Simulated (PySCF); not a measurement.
## Fe⁺: excitation energy

Fe⁺ [Ar] 3d6 4s1 (6D) → Fe⁺ [Ar] 3d6 4p1 (high-spin determinant), as a difference of total energies. All numbers are calculated (PySCF 2.14, no relativity, point nucleus, in dyall-av2z). Correlated levels: valence: [Ar] frozen; virtual orbitals above 40 to 60 times the deepest correlated orbital energy dropped. The calculations carry no spin-orbit coupling.

```json
{"method": "UHF", "excitation energy (eV)": "4.416"}
{"method": "LDA", "excitation energy (eV)": "4.847"}
{"method": "PBE", "excitation energy (eV)": "4.701"}
{"method": "PBE0", "excitation energy (eV)": "4.642"}
{"method": "r2SCAN", "excitation energy (eV)": "4.727"}
{"method": "r2SCAN0", "excitation energy (eV)": "4.696"}
{"method": "revPBE", "excitation energy (eV)": "4.636"}
{"method": "PBEsol", "excitation energy (eV)": "4.725"}
{"method": "M06", "excitation energy (eV)": "4.694"}
{"method": "MP2 (valence)", "excitation energy (eV)": "4.610"}
{"method": "SCS-MP2 (valence)", "excitation energy (eV)": "4.546"}
```

Question: How much does correlation contribute at MP2 (valence)?

Answer: 4.610 − (4.416) = 0.194 eV, measured against UHF.

A first-order spin-orbit estimate (lowest level to lowest level, LS coupling) adds 0.019 eV.

The determinant of the upper state mixes LS terms, which raises its energy above the lowest term, most at the Hartree-Fock and MP2 levels.
